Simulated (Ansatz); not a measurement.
Ideal-gas functions of BrClFHHfO (`[OH][Hf]([F])([Cl])[Br]`) at 298.15 K and 1 bar, from an Ansatz frequency run at PBE0-D4/def2-TZVP.

Molar mass 329.85 g/mol, point group C1 (symmetry number 1), electronic degeneracy 1, moments of inertia 268.979, 574.364, 667.724 u Å². Harmonic wavenumbers (cm⁻¹, unscaled): 81, 108, 134, 142, 173, 221, 255, 265, 382, 653, 738, 4008.

Use S(trans) = R[1.5 ln M + 2.5 ln T − 1.1517]; rotational temperatures θ = 24.2544 K / I; S(rot) = R[ln(√π/σ · √(T³/θAθBθC)) + 1.5]; for each mode x = 1.438777 ν̃/T, S = R[x/(eˣ − 1) − ln(1 − e⁻ˣ)] and H = RT x/(eˣ − 1); 1 cm⁻¹ = 0.0119627 kJ/mol; R = 8.31446 J/(mol·K).

Question: By hand: the entropy, in J/(mol·K).

Answer: Translation 181.2. Rotation: θ = 0.0902, 0.0422, 0.0363 K, giving 125.2. Vibration, mode by mode: 16.18, 13.83, 12.08, 11.62, 10.05, 8.16, 7.10, 6.81, 4.31, 1.54, 1.11, 0.00, in all 92.8. Electronic 0.0. Sum 399.2 J/(mol·K).

Question: By hand: H − E and G − E in kJ/mol, counted from the electronic energy.

Answer: Zero-point energy ½ × 7160 × 0.0119627 = 42.8; thermal vibration 14.3; translation, rotation and pV give 4 RT = 9.9. H − E = 67.0 kJ/mol, and G − E = 67.0 − 298.15 × 399.2/1000 = -52.0 kJ/mol.

Vibration gives 23 % of the entropy, 53.7 J/(mol·K) of it from the modes under 150 cm⁻¹: soft modes count most, and the harmonic formula is weakest for them. The sum counts one conformer and one mirror image; others add a mixing term.
